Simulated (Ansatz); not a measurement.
`N[SiH](O)F` → F• + `N[SiH]O`•  (homolysis of the F–Si bond)

Gas-phase electronic energies from Ansatz, PBE0-D4/def2-TZVP geometries. CBS: MP2 limit from def2 TZ/QZ plus the TZ coupled-cluster correction, frozen cores. This one scheme is used for every species, atoms too. Functionals use def2-TZVPP. No spin–orbit coupling; open shells (•) take unrestricted orbitals. Spin–orbit coupling would lower the free atoms: a little for F. Each species was taken in one conformer, which may not be the lowest.

CCSD(T)/CBS gives +7.26 eV.

(1) Another level gave +7.11 eV. Which?
A. PBE-QIDH/def2-TZVPP
B. SCS-MP2/def2-TZVPP
C. revPBE-D4/def2-TZVPP
D. CAM-B3LYP/def2-TZVPP

(2) What do rigid-rotor, harmonic-oscillator terms from PBE0-D4/def2-TZVP frequencies (298.15 K, 1 bar) make of the CCSD(T)/CBS value? (Best estimate.)

Largest T1 diagnostic among the species: 0.014.

Results:

(1) D. CAM-B3LYP 7.11, revPBE-D4 6.77, SCS-MP2/def2-TZVPP 7.24, PBE-QIDH 7.04 eV.

(2) Computed: ΔZPE = -0.13 eV, ΔH = +7.17 eV, ΔS = 146 J/(mol·K), ΔG = +6.72 eV. Open shells count their whole term as degenerate.

In def2-TZVPP, CCSD(T) changes the Hartree–Fock value by +1.51 eV (the triples alone add +0.08 eV) and MP2 by +1.84 eV; breaking electron pairs costs correlation energy, which Hartree–Fock lacks. The D4 term adds +0.04 eV with B3LYP and +0.02 eV with PBE0; it sums over pairs of atoms, weighted by their polarisabilities, and B3LYP, whose exchange is more repulsive, gets the larger term.

B3LYP here is the variant with VWN-RPA as its local correlation; programs differ in this.

CCSD(T)/CBS has its own doubt, a few kJ/mol and more with outer-core shells, so smaller differences from it don't rank the levels.
